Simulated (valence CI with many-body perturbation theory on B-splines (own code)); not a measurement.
# Ta LII: magnetic and hyperfine properties of the levels

Calculated by relativistic CI+MBPT: four valence electrons over a frozen Dirac-Fock core [Ar], a basis of 7 s, 7 p, 8 d, 6 f, 4 g, 1 h functions for each j, with the one-electron correlation potential Σ1 (screened to all orders), the two-electron term Σ2, the three-electron term Σ3, Breit, model QED; selected single and double excitations, second order for the rest, scaled by the run's own slope (own B-spline code, finite nucleus).

The last digits are not significant, and no measured levels were compared; by estimate large intervals hold to a few tenths of a per cent, small ones and those within an open d or f shell to about a per cent. Excitations out of the core, of the other parity, are not computed and may begin above about 236 eV (a cautious bound); beyond it only levels of the ground parity were kept, without lifetimes. Only levels of the ground parity were solved; by the run's estimate the other parity begins above the list, which can be wrong where configurations are misplaced.

A/g_I is the dipole constant over the nuclear g factor μ/I (μ in nuclear magnetons, uniformly magnetised nucleus), B/Q the quadrupole constant per barn. Both hold the static response of the core; the bare values leave it out. Large factors of s and p1/2 electrons are usually good to 5 to 10 %; those of open d and f shells near neutrality can be off by tens of per cent, and small factors of p3/2, d and f electrons come from cancelling terms and can be off by a factor of two or in sign, in half-filled shells by more. B is blank for J = 1/2, where it vanishes, and for nearly pure S terms. Energies count from the lowest level. Levels with J = 0 are left out.

Levels are named by their leading jj configuration (3d3/2^4 stands for four electrons in 3d with j = 3/2), which in mixed levels can hold well under half, so a name can repeat and another be missing. Letters in brackets count levels of one name in rising energy.

```csv
Level,E (cm⁻¹),g,A/g_I (MHz),A/g_I bare,B/Q (MHz/b),B/Q bare
(3d3/2^3 3d5/2) J=1,481100,1.490,-6530,-5030,18200,18300
(3d3/2^3 3d5/2) J=4,575860,1.061,60100,60400,6610,6520
(3d3/2^3 3d5/2) J=2,599430,1.199,40300,41000,53600,54200
(3d3/2^3 3d5/2) J=3,626690,1.116,53900,54400,43200,43600
(3d3/2^2 3d5/2^2) J=2 [a],1036500,1.271,17000,17900,32200,32600
(3d3/2^2 3d5/2^2) J=4 [a],1053600,1.140,48200,48700,-22400,-22700
(3d3/2^2 3d5/2^2) J=3 [a],1069700,1.173,38900,39500,8280,8350
(3d3/2^2 3d5/2^2) J=5,1099100,1.078,54600,54900,49000,49500
(3d3/2^2 3d5/2^2) J=6,1121700,1.067,58100,58400,61500,62100
(3d3/2^2 3d5/2^2) J=1,1139500,1.071,64200,64500,8390,8450
(3d3/2^2 3d5/2^2) J=3 [b],1165000,1.064,62200,62500,12500,12600
(3d3/2^2 3d5/2^2) J=4 [b],1167600,1.027,62300,62500,-16200,-16300
(3d3/2^2 3d5/2^2) J=2 [b],1182900,1.078,56300,56600,24900,25200
(3d3/2^2 3d5/2^2) J=2 [c],1282900,0.970,76300,76300,-6780,-6890
(3d3/2^2 3d5/2^2) J=4 [c],1325300,1.179,42400,43000,93800,94900
(3d3/2^2 3d5/2^2) J=2 [d],1424800,1.127,53600,54100,-31300,-31600
(3d3/2 3d5/2^3) J=4 [a],1606800,1.161,39900,40500,-50900,-51500
(3d3/2 3d5/2^3) J=3 [a],1617700,1.191,31200,31800,3380,3480
(3d3/2 3d5/2^3) J=1 [a],1658600,0.997,53000,53200,25300,25500
(3d3/2 3d5/2^3) J=5,1664200,1.133,47300,47800,-33600,-34000
(3d3/2 3d5/2^3) J=6,1669000,1.077,53900,54200,68200,69000
(3d3/2 3d5/2^3) J=2 [a],1731200,1.058,60500,60800,47000,47500
(3d3/2 3d5/2^3) J=3 [b],1747000,1.086,53200,53600,12900,13200
(3d3/2 3d5/2^3) J=3 [c],1866600,1.054,58700,58900,76900,77700
(3d3/2 3d5/2^3) J=1 [b],1870700,1.400,12700,13900,-39400,-39700
(3d3/2 3d5/2^3) J=4 [b],1871900,1.045,59200,59500,67800,68600
(3d3/2 3d5/2^3) J=2 [b],1905000,1.107,51900,52300,-97000,-98000
(3d5/2^4) J=4,2231300,1.159,39400,40000,-65500,-66100
(3d5/2^4) J=2,2314800,1.101,41500,41900,46000,46500
```

(1) Take the isotope of mass number 181, with I = 7/2, μ = 2.365 μN and Q = 3.17 b. What is the hyperfine structure of (3d3/2^2 3d5/2^2) J=3 [a]?

Results:

(1) From the table A = 26300 MHz, B = 26200 MHz. Shifts from the centre of gravity in MHz: F = 1/2: -341000, F = 3/2: -306000, F = 5/2: -247000, F = 7/2: -162000, F = 9/2: -47100, F = 11/2: 99600, F = 13/2: 283000.
